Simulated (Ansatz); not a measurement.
Geometry optimisation, RKS B3LYP/def2-SVP in Ansatz.

input.yaml

```yaml
crystal:
  periodic: [false, false, false]
  atoms:
    - { symbol: Si, position_ang: [0.0, 0.0, 0.0] }
    - { symbol: Cl, position_ang: [1.2713, 0.0, 1.9526] }
    - { symbol: H, position_ang: [1.6559, 0.0, 0.1178] }
    - { symbol: Cl, position_ang: [-1.0032, 1.7381, -0.7093] }
    - { symbol: Cl, position_ang: [-1.0032, -1.7381, -0.7093] }
basis:
  gaussian: { orbitals: def2-SVP }
hamiltonian:
  xc: b3lyp
relax:
  f_tol: 0.15
  max_steps: 25
  restrain:
    - { distance: [1, 2], at: 1.37, k: 30.0 }
    - { distance: [0, 1], at: 3.33, k: 30.0 }
    - { distance: [0, 2], at: 2.66, k: 30.0 }
```

Run as:

```bash
$ ansatz run input.yaml --threads 1 --pin off --max-ram 2048MiB --backend cpu --events-out ev --progress --plain --runs-dir out
```

**Question.** Where does it end, and by what steps?

**Answer.** It converged. The restraints hold the end off the free minimum. After 9 steps the energy has fallen by 0.808 eV (the restraints' own energy left out); Si1 moved furthest, 0.87 Å. Parted: Si1–Cl2 (2.33 → 3.33 Å). Joined: Cl2–H3 (1.87 → 1.33 Å).

```tsv
step	energy less start (eV)	largest force component (eV/Å)	accepted
0	0.0000	3.349	yes
1	1.1150	5.185	yes
2	1.7924	5.139	yes
3	1.2971	4.688	yes
4	0.0879	2.550	yes
5	-0.4854	1.704	yes
6	-0.7147	1.202	yes
7	-0.7738	1.111	yes
8	-0.8081	1.002	yes
9	-0.8076	1.056	yes
```

```xyz
5
Properties=species:S:1:pos:R:3
Si -0.048 0.000 -0.873
Cl 1.604 0.000 2.019
H 2.053 0.000 0.763
Cl -1.344 1.637 -0.629
Cl -1.344 -1.637 -0.629
```

The run took 28 s on 1 thread of Arm Neoverse V1, with other jobs on the host, peak memory 0.16 GiB.
